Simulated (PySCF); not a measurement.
Order these species by their calculated properties.

Each SMILES stands for a single optimised conformer of the isolated species, non-relativistic unless stated; the electronic structure was computed with PySCF and density fitting.

Dipoles, sizes and rotational constants follow the conformer. The torsions of the flexible species, by atom-mapped SMILES:
- `[O:1]=[C:2]1[C@H:3]([C:4]([F:5])([F:6])[F:7])[O:8][C@@H:9]1[CH2:10][F:11]`: C2–C3–C4–F5 -168°, O8–C9–C10–F11 97°
- `[F:1][C@H:2]([SiH3:3])[CH2:4][SiH2:5][CH2:6][S:7][SiH3:8]`: F1–C2–C4–Si5 -54°, C2–C4–Si5–C6 -179°, C4–Si5–C6–S7 158°, Si5–C6–S7–Si8 70°
- `[CH3:1][C:2]#[C:3][Si@H:4]([SiH2:5][Cl:6])[CH:7]([Cl:8])[Cl:9]`: C3–Si4–Si5–Cl6 -179°, C3–Si4–C7–Cl8 66°
- `[F:1]/[CH:2]=[CH:3]\[O:4]/[CH:5]=[C:6](/[F:7])[O:8][CH:9]([F:10])[F:11]`: C2–C3–O4–C5 -5°, C3–O4–C5–C6 170°, C5–C6–O8–C9 134°, C6–O8–C9–F10 -77°
- `[CH3:1][CH2:2]/[CH:3]=[CH:4]\[S-:5]`: C1–C2–C3–C4 -116°
- `[NH2:1][Si@H:2]([F:3])[NH:4][CH2:5][CH:6]([F:7])[F:8]`: N1–Si2–N4–C5 167°, Si2–N4–C5–C6 85°, N4–C5–C6–F7 57°, H–N1–Si2–F3 -72°, H–N1–Si2–F3 69°

The conformers of `O[Si@H]1N[SiH2]N[SiH2]CN[SiH2]1` aren't listed.

Question: Rank by dipole moment, lowest first (PBE0/pcSseg-1 at GFN2-xTB geometries).
A. `O=C1[C@H](C(F)(F)F)O[C@@H]1CF`
B. `CC#C[Si@H]([SiH2]Cl)C(Cl)Cl`
C. `F[C@H]([SiH3])C[SiH2]CS[SiH3]`
D. `F/C=C\O/C=C(/F)OC(F)F`

Answer: A (1.18 D), C (1.62 D), D (1.86 D), B (4.44 D).

Q: By how much do the two ends of that ranking differ?

A: By 3.26 D, between `CC#C[Si@H]([SiH2]Cl)C(Cl)Cl` and `O=C1[C@H](C(F)(F)F)O[C@@H]1CF`.

Question: Rank by HOMO energy, highest first (PBE0/pcSseg-1 at GFN2-xTB geometries).
A. `CC#C[Si@H]([SiH2]Cl)C(Cl)Cl`
B. `F[C@H]([SiH3])C[SiH2]CS[SiH3]`
C. `O=C1[C@H](C(F)(F)F)O[C@@H]1CF`
D. `O[Si@H]1N[SiH2]N[SiH2]CN[SiH2]1`

Answer: D (-6.27 eV), B (-6.64 eV), A (-7.78 eV), C (-8.56 eV).

Question: Rank by smallest rotational constant, lowest first (GFN2-xTB).
A. `O=C1[C@H](C(F)(F)F)O[C@@H]1CF`
B. `F[C@H]([SiH3])C[SiH2]CS[SiH3]`
C. `N([Si@@H](F)N)CC(F)F`
D. `F/C=C\O/C=C(/F)OC(F)F`
E. `CC/C=C\[S-]`
F. `[Si@H](C(Cl)Cl)([SiH2]Cl)C#CC`

Answer: B (0.281 GHz), F (0.353 GHz), D (0.415 GHz), A (0.644 GHz), C (0.859 GHz), E (1.807 GHz).
